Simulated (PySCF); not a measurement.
Species: C5H10O4.
InChI=1S/C5H10O4/c1-2-7-5-8-3-6-4-9-5/h5H,2-4H2,1H3

A linear-response calculation (PySCF, def2-SVPD basis, gas phase, vertical, core orbitals frozen in the response) gave these numbers; the functional is withheld.

Orbital energies (eV): HOMO-3 -8.78, HOMO-2 -8.73, HOMO-1 -8.33, HOMO -8.20, LUMO 0.69, LUMO+1 0.96, LUMO+2 1.33.

| state | E (eV) | f | main configurations (H = HOMO, L = LUMO) |
| --- | --- | --- | --- |
| S1 | 7.76 | 0.028 | H→L (82%), H→L+1 (11%) |
| S2 | 7.94 | 0.061 | H-1→L (80%), H-1→L+1 (8%) |
| S3 | 8.14 | 0.0022 | H→L+1 (41%), H-1→L+1 (20%), H-3→L (14%) |
| S4 | 8.24 | 0.0044 | H-2→L (49%), H→L+1 (21%) |
| S5 | 8.30 | 0.011 | H-3→L (28%), H→L+1 (16%), H-2→L (13%) |
| S6 | 8.43 | 0.035 | H→L+2 (28%), H-3→L (24%), H-1→L+1 (20%) |

Triplets, Tamm–Dancoff:

| state | E (eV) | λ (nm) | main configurations (H = HOMO, L = LUMO) |
| --- | --- | --- | --- |
| T1 | 7.51 | 165.1 | H→L (70%), H-1→L (10%) |
| T2 | 7.65 | 162.1 | H-1→L (64%), H→L+1 (13%), H→L (8%) |
| T3 | 7.99 | 155.1 | H→L+1 (25%), H-1→L+1 (25%), H-3→L (15%) |
| T4 | 8.13 | 152.5 | H-2→L (44%), H-1→L+3 (16%), H-3→L (14%) |

Vertical ionisation energy by ΔSCF with the same functional: 10.10 eV. Mean static polarisability: 77.2 au.

Task: Which of these was used?
A. PBE0
B. HF
C. PBE
D. CAM-B3LYP

Result: A. PBE0 is a global hybrid with 25% exact exchange. In this run −ε(HOMO) = 8.20 eV differs from the ΔSCF value by -1.90 eV, and S1 differs from the orbital gap of 8.89 eV by -1.12 eV. The ratio −ε(HOMO)/IP is 0.81. Usual ranges for neutral molecules in this basis: 0.7 to 0.83 with PBE0, 0.5 to 0.7 with PBE, 0.85 to 0.93 with CAM-B3LYP; Hartree–Fock can't fall below 1, since the ion's relaxation only lowers the ΔSCF value. The other options: PBE, a GGA without exact exchange; HF, time-dependent Hartree–Fock, 100% exact exchange; CAM-B3LYP, range-separated, 19% exact exchange at short range and 65% at long range (ω = 0.33 bohr⁻¹).

Theory: TDDFT PBE0/def2-SVPD, vertical, gas phase, core orbitals frozen in the response in PySCF 2.14.0, density-fitted response routines. One conformer (not necessarily the lowest) at the PBE0-D3(BJ)/def2-SVP geometry, without solvent, vibrations or thermal averaging.

On an Arm Neoverse V1 with one thread, on a shared host, this took 6.8 min wall.
